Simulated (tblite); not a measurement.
Species: C3H11FSi2.
Atom-mapped SMILES: `[CH3:1][C@@H:2]([CH2:3][F:4])[SiH2:5][SiH3:6]` (hydrogens: H7, H8, H9 on C1; H10 on C2; H11, H12 on C3; H13, H14 on Si5; H15, H16, H17 on Si6)

Computed geometry: GFN2-xTB, gas phase.

List the bond lengths, angles and torsions at this level.

```
                     bond  length (Å)   order
                    C1–C2       1.525  single
                    C2–C3       1.518  single
                    C3–F4       1.380  single
                   C2–Si5       1.923  single
                  Si5–Si6       2.311  single
      C1–H7, C1–H8, C1–H9       1.089  single
                   C2–H10       1.095  single
                   C3–H11       1.097  single
                   C3–H12       1.095  single
                  Si5–H13       1.473  single
                  Si5–H14       1.473  single
Si6–H15, Si6–H16, Si6–H17       1.465  single
```

Bonds in one row agree within 0.01 Å and their mean is given. Orders are formal, as drawn. A selection of angles:
```
      angle  degrees
   C2–C1–H7    111.0
   C2–C1–H8    110.3
   H7–C1–H8    108.2
   C1–C2–C3    110.4
  C1–C2–Si5    111.6
  C1–C2–H10    108.5
  C3–C2–Si5    111.0
  C3–C2–H10    106.1
 Si5–C2–H10    109.1
   C2–C3–F4    110.9
  C2–C3–H11    112.2
  C2–C3–H12    111.5
  F4–C3–H11    106.1
  F4–C3–H12    106.3
 H11–C3–H12    109.6
 C2–Si5–Si6    113.4
 C2–Si5–H13    103.9
 C2–Si5–H14    104.8
Si6–Si5–H13    114.1
Si6–Si5–H14    114.4
H13–Si5–H14    105.2
Si5–Si6–H15    113.0
Si5–Si6–H16    109.2
H15–Si6–H16    106.1
H15–Si6–H17    107.4
```

Torsions: C1–C2–C3–F4 69° (synclinal); C1–C2–Si5–Si6 -56° (synclinal).

Of the pairs four or more bonds apart, F4···Si6 is among the closest relative to their van der Waals radii: 3.28 Å, 92 % of the sum of Bondi's values. Si6 (SiH3 silicon) is distorted tetrahedral (angles from 106.1° to 113.7°). Si5 (SiH2 silicon) is distorted tetrahedral (angles from 103.9° to 114.4°).

Point group: C1 (no symmetry element, even within 0.4 Å). Its lowest GFN2-xTB frequency is 14i cm⁻¹, too small to tell a flat minimum from a shallow saddle. One conformer, not necessarily the lowest.
